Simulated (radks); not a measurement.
Results of a calculation; reference values are marked as such.
Problem. All-electron atom: As+ in [Ar] 3d10 4s2 4p2. Code: a radial shooting solver on a logarithmic mesh with Libxc functionals. Model: Dirac Kohn-Sham, BLYP, spin-unpolarised, spherical densities, finite nucleus; open shells fill j = l - 1/2 first; Fermi nuclear charge, rms radius 4.0968 fm. Some entries of the table are withheld. Estimate them.

orbital  occ.  eigenvalue (hartree)  r(max) (bohr)
1s1/2       2                   (1)            (2)
2s1/2       2             -54.97449         0.1702
2p1/2       2             -49.16414         0.1342
2p3/2       4             -47.81933         0.1372
3s1/2       2              -7.33005         0.5216
3p1/2       2              -5.37884         0.5151
3p3/2       4              -5.19384         0.5236
3d3/2       4                   (3)         0.4745
3d5/2       6                   (4)         0.4773
4s1/2       2                   (5)          1.589
4p1/2       2              -0.49175            (6)
4p3/2       0              -0.47940            (7)

Solution. 
(1) 1s1/2 eigenvalue (hartree): -431.0045
(2) 1s1/2 r(max) (bohr): 0.02973
(3) 3d3/2 eigenvalue (hartree): -1.85606
(4) 3d5/2 eigenvalue (hartree): -1.82923
(5) 4s1/2 eigenvalue (hartree): -0.85159
(6) 4p1/2 r(max) (bohr): 1.875
(7) 4p3/2 r(max) (bohr): 1.908
